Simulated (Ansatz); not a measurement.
Process, species as SMILES: [C]Br (C-Br) → Br atom + C atom
B3LYP-D3(BJ)/def2-TZVP geometries, fixed; electronic energies without zero-point terms.
Largest species:
```xyz
2

C      0.0000     0.0000    -1.5630
Br     0.0000     0.0000     0.2679
```
Charge 0, spin multiplicity 2.

Basis-set convergence of the atomisation energy at PBE with Ansatz (an electronic-structure program). All functions are spherical. The program fits the integrals of some runs and decomposes those of others, by size. Open shells are unrestricted. No added dispersion term, no relativity. Functions are those of the species that has most. Reference: the value in aug-cc-pV5Z, 95.21 kcal/mol, itself unsure by roughly 0.14 kcal/mol (its mean distance from pcseg-4, aug-pcseg-3, aug-cc-pVQZ). Deviations are taken from unrounded values.

```json
[
 {"basis": "pcseg-0", "functions": "31", "atomisation energy (kcal/mol)": "75.34", "minus reference (kcal/mol)": "-19.88"},
 {"basis": "pcseg-1", "functions": "41", "atomisation energy (kcal/mol)": "91.72", "minus reference (kcal/mol)": "-3.49"},
 {"basis": "def2-SVP", "functions": "46", "atomisation energy (kcal/mol)": "95.01", "minus reference (kcal/mol)": "-0.20"},
 {"basis": "def2-SVPD", "functions": "61", "atomisation energy (kcal/mol)": "94.80", "minus reference (kcal/mol)": "-0.42"},
 {"basis": "pcseg-2", "functions": "73", "atomisation energy (kcal/mol)": "94.53", "minus reference (kcal/mol)": "-0.69"},
 {"basis": "def2-TZVPP", "functions": "79", "atomisation energy (kcal/mol)": "95.08", "minus reference (kcal/mol)": "-0.13"},
 {"basis": "def2-TZVPPD", "functions": "94", "atomisation energy (kcal/mol)": "95.18", "minus reference (kcal/mol)": "-0.04"},
 {"basis": "pcseg-3", "functions": "128", "atomisation energy (kcal/mol)": "94.93", "minus reference (kcal/mol)": "-0.28"},
 {"basis": "def2-QZVP", "functions": "132", "atomisation energy (kcal/mol)": "94.90", "minus reference (kcal/mol)": "-0.31"},
 {"basis": "def2-QZVPP", "functions": "146", "atomisation energy (kcal/mol)": "94.91", "minus reference (kcal/mol)": "-0.31"},
 {"basis": "def2-QZVPPD", "functions": "161", "atomisation energy (kcal/mol)": "95.06", "minus reference (kcal/mol)": "-0.15"},
 {"basis": "pcseg-4", "functions": "212", "atomisation energy (kcal/mol)": "95.02", "minus reference (kcal/mol)": "-0.20"}
]
```

The smallest set listed that lies within 1 kcal/mol of the reference with all its larger relatives (same family, alike in diffuse functions; a set with none counts only in the reference's own line) is def2-SVP (46 functions, -0.20 kcal/mol off).
